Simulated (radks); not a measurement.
Rh III, configuration [Kr] 4d7. Calculated with a radial shooting solver on a logarithmic mesh with Libxc functionals: Dirac Kohn-Sham, BLYP, spin-unpolarised, spherical densities, finite nucleus; open shells fill j = l - 1/2 first; Fermi nuclear charge, rms radius 4.4945 fm.

Spin-orbit splittings of the eigenvalues, e(l+1/2) - e(l-1/2), with zeta = 2 splitting/(2l+1) and mean radii in bohr:

[
 {"shell": "2p", "occ.": "6", "splitting (eV)": "144.7", "zeta (eV)": "96.47", "<r> j=l-1/2": "0.1203", "<r> j=l+1/2": "0.1252"},
 {"shell": "3p", "occ.": "6", "splitting (eV)": "24.89", "zeta (eV)": "16.59", "<r> j=l-1/2": "0.3831", "<r> j=l+1/2": "0.3939"},
 {"shell": "3d", "occ.": "10", "splitting (eV)": "4.909", "zeta (eV)": "1.964", "<r> j=l-1/2": "0.3684", "<r> j=l+1/2": "0.3719"},
 {"shell": "4p", "occ.": "6", "splitting (eV)": "3.965", "zeta (eV)": "2.643", "<r> j=l-1/2": "1.054", "<r> j=l+1/2": "1.084"},
 {"shell": "4d", "occ.": "7", "splitting (eV)": "0.4449", "zeta (eV)": "0.1780", "<r> j=l-1/2": "1.442", "<r> j=l+1/2": "1.459"}
]
